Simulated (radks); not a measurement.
Spherical jellium clusters: N electrons in a uniform positive sphere of charge N and radius rs N^(1/3), rs = 5.03 bohr. Method: non-relativistic Kohn-Sham, LDA (Slater exchange, Perdew-Wang correlation), spin-polarised, spherical densities; computed with a radial shooting solver with Libxc functionals. Levels are named by radial order and angular momentum (1s, 1p, 1d, 2s, ...), and open shells are averaged over m. Each electron was tried in the lowest free levels, single moves between levels near the top were tried too, and the lowest total energy was kept; such a search can miss a lower state. Energies include the self-energy of the background; IP and EA are vertical (highest electron removed, lowest free level filled), at fixed background; spill-out counts the electrons outside the background radius R, and alpha is the static dipole polarisability from linear response (closed shells only). A dash means not computed or, for alpha, an open shell; in EA it means that no bound solution was reached, which is typical of self-interaction and does not show that the anion is unstable. Real open-shell clusters deform, which this model forbids.

N	open shells	2S	E/N (eV)	E(N+1) + E(N-1) - 2E(N) (eV)	IP (eV)	-e(HOMO) (eV)	spill-out (e)	alpha/R^3
1	1s(up 1, down 0)	1	-1.346	-	-	2.594	0.31	-
2	none	0	-1.661	0.748	4.411	2.666	0.45	1.465
3	1p(up 1, down 0)	1	-1.517	-0.491	3.362	1.944	0.70	-
4	1p(up 2, down 0)	2	-1.568	-0.320	3.737	2.324	0.84	-
5	1p(up 3, down 0)	3	-1.662	0.256	3.934	2.561	0.94	-
6	1p(up 3, down 1)	2	-1.683	-0.263	3.576	2.338	1.07	-
7	1p(up 3, down 2)	1	-1.735	-0.186	3.774	2.550	1.16	-
8	none	0	-1.797	0.793	3.899	2.700	1.25	1.324
9	1d(up 1, down 0)	1	-1.757	-0.192	3.052	1.955	1.39	-
10	1d(up 2, down 0)	2	-1.745	-0.160	3.219	2.136	1.50	-
11	1d(up 3, down 0)	3	-1.749	-0.134	3.347	2.281	1.60	-
12	1d(up 4, down 0)	4	-1.764	-0.114	3.449	2.399	1.68	-
13	1d(up 5, down 0)	5	-1.785	0.266	3.531	2.498	1.76	-
14	1d(up 5, down 1)	4	-1.784	-0.125	3.235	2.251	1.85	-
15	1d(up 5, down 2)	3	-1.792	-0.106	3.340	2.366	1.93	-
16	1d(up 5, down 3)	2	-1.805	-0.091	3.425	2.463	2.01	-
17	1d(up 5, down 4)	1	-1.823	-0.079	3.496	2.545	2.08	-
18	none	0	-1.842	0.165	3.555	2.617	2.15	1.248
19	2s(up 1, down 0)	1	-1.851	0.186	3.371	2.448	2.28	-
20	none	0	-1.850	0.174	3.179	2.289	2.47	1.271
21	1f(up 1, down 0)	1	-1.840	-0.085	3.013	2.135	2.54	-
22	1f(up 2, down 0)	2	-1.836	-0.077	3.083	2.213	2.60	-
23	1f(up 3, down 0)	3	-1.835	-0.070	3.144	2.283	2.67	-
24	1f(up 4, down 0)	4	-1.837	-0.064	3.199	2.346	2.72	-
25	1f(up 5, down 0)	5	-1.841	-0.059	3.249	2.403	2.78	-
26	1f(up 6, down 0)	6	-1.847	-0.054	3.293	2.455	2.83	-
27	1f(up 7, down 0)	7	-1.855	0.228	3.333	2.503	2.88	-
28	1f(up 7, down 1)	6	-1.854	-	3.091	2.281	2.95	-

All shells are closed at N = 2, 8, 18, 20 (there: 1s2 1p6 1d10 2s2); the second difference of the energy has clear peaks (12 % above both neighbours; the first and last values, which can be the largest, are not judged, and half-filled shells can peak too) at N = 5, 8, 13.
